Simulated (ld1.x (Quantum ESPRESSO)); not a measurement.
**Logarithmic derivatives: bromine, TM**

* Element: Br (Z = 35)
* Generator: ld1.x (Quantum ESPRESSO) 7.5
* Type: norm-conserving Troullier–Martins (Kleinman–Bylander form)
* Functional: PBEsol
* Relativity: non-relativistic
* Frozen core: [Ne]
* Valence charge: 25
* Reference configuration: 3s2 3p6 3d10 4s2 4p5
* Partial waves: 3s (bound): rc 0.60 bohr; 3p (bound): rc 0.50 bohr; 3d (bound): rc 0.95 bohr
* Local potential: all-electron potential smoothed inside 0.75 bohr (lloc = -2)
* Core correction: a·sin(br)/r model core inside 0.25 bohr

Occupied shells without a wave of their own: 4p, 4s. They enter only through the test configuration that unscreens the potential, and ld1.x also counts them in the model core charge.

The phase is arctan(r·u′/u) with u = r·R(r), unwrapped; energies in Ry, scanned from -19 to 5 Ry. A pole is an energy at which the radial function vanishes at the test radius. The pseudo phase is shifted by a multiple of π to meet the all-electron one at the reference energy, and phase errors are pseudo minus all-electron; the curves can meet again beyond the range given. Levels narrower than the energy grid can be missing from the lists of poles.

| channel | radius (bohr) | reference energy (Ry) | poles, all-electron | poles, pseudo | unbroken range about the reference energy with phases within 0.05 rad | phase error 1 Ry above the reference energy (rad) |
| --- | --- | --- | --- | --- | --- | --- |
| s | 1.05 | -16.85 | -15.59 | -15.59 | below -0.9 | +0.001 |
| p | 1.05 | -12.60 | -11.18 | -11.18 | the whole range | +0.000 |
| d | 1.05 | -5.02 | -3.41 | -3.38 | the whole range | +0.002 |

Note: ghost state, extra bound levels that the all-electron valence spectrum of the same l lacks: s at -6973.5 eV. A true bound ghost makes a file unfit for plane-wave use. The potential misses its own reference levels by up to 1.1 eV, so it is not fit for use. ld1.x takes every shell without a wave as core, so the model core holds the 4p, 4s electrons as well and exchange and correlation see them twice. This cancels in the reference configuration, but the file is broken for other ones, and its errors say nothing about a proper core correction.

Phases in the d channel:

```tsv
E (Ry)	all-electron	pseudo
-19.00	1.336	1.337
-18.04	1.329	1.329
-17.08	1.320	1.321
-16.12	1.310	1.311
-15.16	1.298	1.300
-14.20	1.285	1.286
-13.24	1.269	1.270
-12.28	1.249	1.251
-11.32	1.224	1.226
-10.36	1.191	1.193
-9.40	1.142	1.145
-8.44	1.063	1.068
-7.48	0.910	0.916
-6.52	0.493	0.501
-5.56	-0.648	-0.646
-4.60	-1.320	-1.320
-3.64	-1.539	-1.537
-2.68	-1.645	-1.641
-1.72	-1.711	-1.705
-0.76	-1.761	-1.753
0.20	-1.804	-1.793
1.16	-1.845	-1.831
2.12	-1.887	-1.868
3.08	-1.934	-1.908
4.04	-1.987	-1.952
5.00	-2.053	-2.003
```
